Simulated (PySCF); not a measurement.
This PySCF input asks for the NMR shieldings of `InChI=1S/GeH6S2Si/c2-1-3-4/h2H,1H2,4H3`; the geometry comes from PBE0-D3(BJ)/def2-SVP.

```python
import basis_set_exchange as bse
import numpy as np
from pyscf import gto, dft
from pyscf.prop import nmr

atoms = """
Si   -1.588374    0.668624   -0.009403
S    -0.578388   -0.712678    1.302998
Ge    1.263444   -1.034063    0.094419
S     2.057572    0.913170   -0.636924
H    -3.026909    0.596803    0.377130
H    -1.100530    2.065769    0.164945
H    -1.421253    0.250887   -1.432818
H     0.964367   -1.828309   -1.186031
H     2.248078   -1.758526    1.024711
H     2.173542    1.440605    0.602119
"""
names = dict.fromkeys(["Si", "S", "Ge", "H"], "pcSseg-1")
basis = {el: gto.basis.parse(bse.get_basis(n, elements=[el], fmt="nwchem")) for el, n in names.items()}
mol = gto.M(atom=atoms, basis=basis, charge=0, verbose=0)
mf = dft.RKS(mol, xc="PBE0")
mf.grids.level = 2
mf.grids.alignment = dft.numint.BLKSIZE   # the property module wants whole blocks of grid points
mf.conv_tol = 1e-9
mf.kernel()

calc = nmr.RKS(mf)   # GIAO
C = mf.mo_coeff
Co = C[:, mf.mo_occ > 0]
resp = mf.gen_response(singlet=True, hermi=2)
def vind(x):   # induced exchange potential for any number of trial vectors
    d = np.einsum("pi,xij,qj->xpq", C, 2 * x.reshape(-1, C.shape[1], Co.shape[1]), Co, optimize=True)
    return np.einsum("xpq,pi,qj->xij", resp(d - d.transpose(0, 2, 1)), C, Co, optimize=True).ravel()
mo1, _ = nmr.rhf.solve_mo1(calc, with_cphf=vind)
sigma = calc.kernel(mo1)
for i, s in enumerate(sigma):   # ppm
    w = np.linalg.eigvalsh((s + s.T) / 2)
    print("%2d %-2s iso %8.1f  s11 %8.1f  s22 %8.1f  s33 %8.1f" % (i, mol.atom_pure_symbol(i), w.mean(), *w))
```

Q: What are the results?

A: 
```
 0 Si iso    401.1  s11    363.2  s22    390.5  s33    449.8
 1 S  iso    769.3  s11    679.9  s22    759.8  s33    868.1
 2 Ge iso   1349.5  s11   1174.3  s22   1383.1  s33   1491.0
 3 S  iso    692.8  s11    571.5  s22    678.5  s33    828.4
 4 H  iso     26.6  s11     22.7  s22     23.9  s33     33.0
 5 H  iso     26.6  s11     22.2  s22     25.4  s33     32.2
 6 H  iso     26.6  s11     22.8  s22     25.1  s33     32.0
 7 H  iso     25.9  s11     19.3  s22     21.2  s33     37.3
 8 H  iso     25.6  s11     18.3  s22     20.7  s33     37.7
 9 H  iso     30.7  s11     23.1  s22     27.8  s33     41.2
```

These numbers come from an equivalent density-fitted implementation of the same equations, which agrees with the script to about 0.01 ppm for H and up to a few tenths of a ppm for heavy atoms, so last digits may differ.

Q: Turn these shieldings into chemical shifts. Shifts are taken against calculated references (same method and geometry level): ²⁹Si (351.99 ppm) and ¹H (31.27 ppm) vs TMS; ³³S (495.66 ppm) against CS2; GeMe4 for ⁷³Ge (1330.28 ppm).

A: Averaging equivalent atoms: Si 0: -49.1; S 3: -197; S 1: -274; Ge 2: -19; H 7/8: 5.51; H 4/5/6: 4.66; H 9: 0.57 ppm. 

Relativistic effects, spin–orbit coupling among them, are left out; they matter for Ge and for the light atoms bonded to it.

Size and cost of the density-fitted run: 143 basis functions, 16 s wall time on 1 thread of an x86-64 server CPU, shared host.
